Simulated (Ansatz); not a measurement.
`[SiH3][SiH2]C[SeH]` + H₂ → `[SiH3]C[SeH]` + SiH₄ at 500 K and 1 bar (hydrogenolysis of the Si–Si bond).

Calculated with Ansatz (gas phase, PBE0-D4/def2-TZVP geometries, no zero-point term in ΔE). CCSD(T)/CBS is the MP2 limit (def2-TZVPP, def2-QZVPP) plus CCSD(T) − MP2 in def2-TZVPP, frozen cores. This one scheme is used for every species. For Se outer-core shells are correlated without core-valence functions, which leaves a few kJ/mol of doubt a bond. Scalar relativity is left out up to krypton. One conformer a species, not always the lowest.

| species | CCSD(T)/CBS energy (Eh) | H − E (kJ/mol) | S (J/(mol·K)) |
| --- | --- | --- | --- |
| `[SiH3][SiH2]C[SeH]` | -3021.71729 | 256.8 | 456.2 |
| H₂ | -1.17544 | 41.0 | 145.5 |
| `[SiH3]C[SeH]` | -2731.43590 | 196.2 | 375.1 |
| SiH₄ | -291.46306 | 102.4 | 230.9 |

H − E and S are ideal-gas, rigid-rotor, harmonic terms from PBE0-D4/def2-TZVP, for one conformer and one mirror image of each species. For small species the MP2-based limit differs from directly extrapolated CCSD(T) by up to some mEh (0.8 for H₂); such offsets cancel only in part. 1 Eh = 2625.50 kJ/mol, R = 8.31446 J/(mol·K).

**Question.** By hand: ΔE, ΔH, ΔS and ΔG.

**Answer.** ΔE = (-2731.43590) + (-291.46306) − (-3021.71729) − (-1.17544) = -0.00623 Eh = -16.4 kJ/mol. Δ(H − E) = 196.2 + 102.4 − 256.8 − 41.0 = 0.8, so ΔH = -15.6 kJ/mol. ΔS = 375.1 + 230.9 − 456.2 − 145.5 = 4.3 J/(mol·K). ΔG = -15.6 − 500 × (4.3)/1000 = -17.8 kJ/mol.

**Question.** By hand: the equilibrium constant, and the temperature at which ΔG would vanish if ΔH and ΔS stayed fixed.

**Answer.** log₁₀ K = −ΔG/(RT ln 10) = 1.9. ΔH and −TΔS have one sign here, so there is no such temperature. One of them is within its doubt of zero, so this could turn.

The number of gas molecules stays the same, so ΔS is small and ΔH decides. A doubt of 5 kJ/mol in ΔE shifts log₁₀ K by 0.5 here. Other conformers and mirror images would add mixing entropy, several J/(mol·K) or more a flexible species. Modes under 60 cm⁻¹, often nearly free rotors, make the harmonic entropy too high. These are equilibria of isolated gas molecules and say nothing of rates. Largest T1 diagnostic: 0.011 (customary marks: 0.02 for closed shells, 0.045 for open ones).
